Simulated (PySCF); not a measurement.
**`CO[C@H]1C[C@@H](O)C1`, C5H10O2**

Geometry:
```tsv
atom	x (Å)	y (Å)	z (Å)
C1	-1.014	2.247	-0.257
O2	-1.315	0.874	-0.276
C3	-0.243	-0.034	-0.351
C4	1.161	0.361	-0.845
C5	1.754	-0.526	0.272
O6	2.860	-0.053	0.978
C7	0.379	-0.537	0.971
H8	-0.361	2.519	0.582
H9	-0.555	2.575	-1.196
H10	-1.969	2.754	-0.134
H11	-0.634	-0.877	-0.929
H12	1.408	0.104	-1.871
H13	1.395	1.410	-0.671
H14	2.042	-1.513	-0.091
H15	2.650	0.812	1.350
H16	0.018	-1.485	1.358
H17	0.318	0.217	1.756
```

Method used: GIAO PBE0/pcSseg-1 magnetisability, rotational g tensor and spin-rotation constants, non-relativistic, gas phase in PySCF. Geometry: GFN2-xTB, dihedral held. The dihedral C7–C3–O2–C1 is held at 90°.

Give the nuclear spin-rotation constants along the inertial axes (H = +C I·J) beside the isotropic shieldings.

Rotational constants 5.5116, 1.6232, 1.5317 GHz. A star marks the isotopologue with that one atom substituted, in its own axes.
```tsv
atom	isotope	Caa (kHz)	Cbb (kHz)	Ccc (kHz)	mean (kHz)	σ (ppm)
H8	1H	-0.213	-0.153	-0.044	-0.137	28.4
H9	1H	-0.532	-0.094	-0.012	-0.213	28.5
H10	1H	0.223	-0.182	-0.128	-0.029	28.0
H11	1H	-0.592	-0.013	-0.045	-0.217	27.7
H12	1H	-0.609	-0.179	0.071	-0.239	29.1
H13	1H	-0.615	0.039	-0.156	-0.244	29.7
H14	1H	-0.262	-0.091	-0.075	-0.143	28.0
H15	1H	-0.607	-0.125	-0.106	-0.279	31.6
H16	1H	-0.591	0.074	-0.166	-0.228	29.0
H17	1H	-0.645	-0.156	0.032	-0.257	30.0
C1	13C*	1.220	0.242	0.315	0.593	133.8
O2	17O*	-0.256	-0.137	-0.106	-0.167	314.9
C3	13C*	1.088	0.365	0.331	0.595	121.5
C4	13C*	0.790	0.309	0.292	0.464	147.2
C5	13C*	1.345	0.298	0.300	0.648	124.5
O6	17O*	-0.621	-0.197	-0.182	-0.333	252.1
```
For the geometry as given, no vibrational averaging.
